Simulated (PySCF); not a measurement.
C₄H₂ClF, SMILES C(/F)(=C/C#C)Cl.

The structure is a stationary point at B3LYP-D3(BJ)/def2-SVP. The structure was generated by enumeration; whether it is a known compound was not checked.

Calculation: TDA-ωB97X/def2-SVPD (PySCF 2.14.0).

Vertical excitations. Gas-phase values at a fixed geometry. State labels are in the subgroup Cs.

Computed excitation energies, oscillator strengths and character:
```
state  symmetry  energy (eV)  λ (nm)      f                                                                    main pairs
-----  --------  -----------  ------  -----  ----------------------------------------------------------------------------
S1           A"         5.70     218  0.000                                                              HOMO−1→LUMO 83 %
S2           A'         5.81     213  0.409                                                                HOMO→LUMO 74 %
S3           A"         5.97     208  0.000                                            HOMO→LUMO+1 64 %, HOMO−1→LUMO 10 %
S4           A"         7.01     177  0.000      HOMO→LUMO+2 33 %, HOMO→LUMO+7 16 %, HOMO−2→LUMO+1 14 %, HOMO→LUMO+1 13 %
S5           A"         7.27     170  0.003                          HOMO→LUMO+2 52 %, HOMO→LUMO+3 15 %, HOMO→LUMO+4 15 %
S6           A'         7.54     164  0.572                          HOMO−2→LUMO 44 %, HOMO→LUMO 16 %, HOMO−1→LUMO+1 14 %
S7           A"         7.99     155  0.000                                                              HOMO−3→LUMO 95 %
S8           A"         8.33     149  0.035                        HOMO→LUMO+3 44 %, HOMO→LUMO+4 28 %, HOMO−2→LUMO+2 12 %
S9           A'         8.53     145  0.084                                        HOMO−1→LUMO+2 63 %, HOMO−1→LUMO+3 22 %
S10          A'         8.64     143  0.015                                        HOMO−3→LUMO+1 64 %, HOMO−3→LUMO+2 10 %
T1           A'         3.38     367      0                                                                HOMO→LUMO 92 %
T2           A"         5.30     234      0                                            HOMO−1→LUMO 63 %, HOMO→LUMO+1 18 %
T3           A'         5.52     225      0  HOMO−1→LUMO+1 30 %, HOMO−2→LUMO 17 %, HOMO−1→LUMO+3 15 %, HOMO−1→LUMO+4 10 %
T4           A"         5.71     217      0                                            HOMO→LUMO+1 54 %, HOMO−1→LUMO 27 %
```
Triplets are in the Tamm–Dancoff approximation.
